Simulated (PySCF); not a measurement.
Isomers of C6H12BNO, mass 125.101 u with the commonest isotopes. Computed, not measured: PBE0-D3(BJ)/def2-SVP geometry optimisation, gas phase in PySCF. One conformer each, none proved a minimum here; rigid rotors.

Question: Order these by dipole moment, largest first.
A. `[CH3:1][C:2]#[C:3][CH2:4][B:5]([NH2:6])[O:7][CH2:8][CH3:9]` with C3–C4–B5–N6 0°, C4–B5–O7–C8 -178°, B5–O7–C8–C9 82°
B. `[BH3-:1][O+:2]1[CH2:3][C@@H:4]([CH3:5])[CH2:6][C@H:7]1[C:8]#[N:9]` with B1–O2–C3–C4 -159°, O2–C3–C4–C5 -84°, C3–C4–C6–C7 -37°, C4–C6–C7–C8 -95°
C. `[CH3:1]/[CH:2]=[CH:3]/[N:4]([CH:5]=[O:6])[B:7]([CH3:8])[CH3:9]` with C2–C3–N4–C5 44°, C3–N4–C5–O6 -170°

Answer: B (6.37 D), C (3.29 D), A (2.36 D).

Question: Order these by out-of-plane moment Σ m c² = (Ia + Ib − Ic)/2, smallest first.
A. `[CH3:1][C:2]#[C:3][CH2:4][B:5]([NH2:6])[O:7][CH2:8][CH3:9]` with C3–C4–B5–N6 0°, C4–B5–O7–C8 -178°, B5–O7–C8–C9 82°
B. `[CH3:1]/[CH:2]=[CH:3]\[N:4]([CH:5]=[O:6])[B:7]([CH3:8])[CH3:9]` with C2–C3–N4–C5 61°, C3–N4–C5–O6 -1°
C. `[BH3-:1][O+:2]1[CH2:3][C@@H:4]([CH3:5])[CH2:6][C@H:7]1[C:8]#[N:9]` with B1–O2–C3–C4 -159°, O2–C3–C4–C5 -84°, C3–C4–C6–C7 -37°, C4–C6–C7–C8 -95°
D. `[CH3:1]/[CH:2]=[CH:3]/[N:4]([CH:5]=[O:6])[B:7]([CH3:8])[CH3:9]` with C2–C3–N4–C5 44°, C3–N4–C5–O6 -170°

Answer: D (10.15 u·Å²), A (25.71 u·Å²), B (43.25 u·Å²), C (60.77 u·Å²).

Question: Order these by rotational constant C, smallest first.
A. `[CH3:1]/[CH:2]=[CH:3]/[N:4]([CH:5]=[O:6])[B:7]([CH3:8])[CH3:9]` with C2–C3–N4–C5 44°, C3–N4–C5–O6 -170°
B. `[BH3-:1][O+:2]1[CH2:3][C@@H:4]([CH3:5])[CH2:6][C@H:7]1[C:8]#[N:9]` with B1–O2–C3–C4 -159°, O2–C3–C4–C5 -84°, C3–C4–C6–C7 -37°, C4–C6–C7–C8 -95°
C. `[CH3:1]/[CH:2]=[CH:3]\[N:4]([CH:5]=[O:6])[B:7]([CH3:8])[CH3:9]` with C2–C3–N4–C5 61°, C3–N4–C5–O6 -1°
D. `[CH3:1][C:2]#[C:3][CH2:4][B:5]([NH2:6])[O:7][CH2:8][CH3:9]` with C3–C4–B5–N6 0°, C4–B5–O7–C8 -178°, B5–O7–C8–C9 82°

Answer: D (557.7 MHz), A (741.3 MHz), C (905.8 MHz), B (1129 MHz).

| SMILES | point group | Ia (u·Å²) | Ib (u·Å²) | Ic (u·Å²) | κ | μa (D) | μb (D) | μc (D) |
| --- | --- | --- | --- | --- | --- | --- | --- | --- |
| CC#CCB(N)OCC | C1 | 106.24 | 851.37 | 906.19 | -0.98 | 0.66 | 2.23 | 0.44 |
| C/C=C\N(C=O)B(C)C | C1 | 226.70 | 417.74 | 557.94 | -0.54 | 1.72 | 1.46 | 0.54 |
| C/C=C/N(C=O)B(C)C | C1 | 219.26 | 482.77 | 681.73 | -0.61 | 2.80 | 1.67 | 0.47 |
| [BH3-][O+]1C[C@@H](C)C[C@H]1C#N | C1 | 276.95 | 292.36 | 447.77 | 0.72 | 4.83 | 3.33 | 2.48 |
